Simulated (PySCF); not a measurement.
Species: delta-valerolactam, C5H9NO.
Structure used (PBE0-D3(BJ)/def2-TZVP), in Å, numbered top down from 1:
```
atom  x, y, z in Å
O1     2.7320   -0.4713   -0.3967
C2     1.5523   -0.2364   -0.2185
C3     0.4833   -0.8006   -1.1272
C4    -0.9174   -0.7967   -0.5366
C5    -1.2064    0.5603    0.0791
C6    -0.2270    0.8295    1.2028
N7     1.1358    0.5883    0.7770
H8     0.5106   -0.1873   -2.0353
H9     0.8123   -1.7979   -1.4221
H10   -0.9988   -1.5690    0.2368
H11   -1.6522   -1.0449   -1.3062
H12   -1.1138    1.3387   -0.6859
H13   -2.2234    0.6111    0.4749
H14   -0.3090    1.8653    1.5431
H15   -0.4766    0.1886    2.0600
H16    1.8852    0.9207    1.3639
```

Computed with PySCF at wB97X-D/pcSseg-2, non-relativistic, on one gas-phase PBE0-D3(BJ)/def2-TZVP geometry that isn't relaxed in the solvent. The solvent is an IEF-PCM continuum (cavity from Bondi-type radii × 1.2). Only the electrostatic response of the medium enters.

Gas phase at wB97X-D/pcSseg-2: HOMO -8.96 eV, LUMO 1.94 eV, dipole 4.41 D.

Q: What does the continuum do to the energy, the frontier levels and the dipole at wB97X-D/pcSseg-2 in chloroform?

A: 
| solvent | ε | E(solvent) − E(gas) (kcal/mol) | polarisation term (kcal/mol) | distortion of the solute (kcal/mol) | HOMO (eV) | LUMO (eV) | dipole (D) |
| --- | --- | --- | --- | --- | --- | --- | --- |
| chloroform | 4.711 | -6.52 | -7.56 | 1.04 | -9.09 | 2.18 | 5.43 |

The first energy column is the sum of the next two and covers electrostatics alone.

Q: Which radius a makes the point-dipole formula ΔE = −[(ε − 1)/(2ε + 1)]·μ²/a³ give the value in chloroform, with the gas-phase dipole?

A: μ = 1.736 au and |ΔE| = 0.01039 Eh give a = 2.48 Å; the farthest nucleus lies 2.80 Å from the centroid of the nuclei, so such a sphere wouldn't even hold the nuclei. The formula assumes a rigid point dipole at the centre of a sphere.

Q: Give the dipole vector in the frame of the coordinates (D, pointing from negative to positive charge), gas and chloroform.

A: Gas (-4.06, 1.14, 1.30), solvent (-4.96, 1.44, 1.65). Its length changes by +23 % and its direction by less than 1°.

The pairwise dispersion term of wB97X-D wasn't added to the energies; at a given geometry it leaves orbitals and properties as they are.
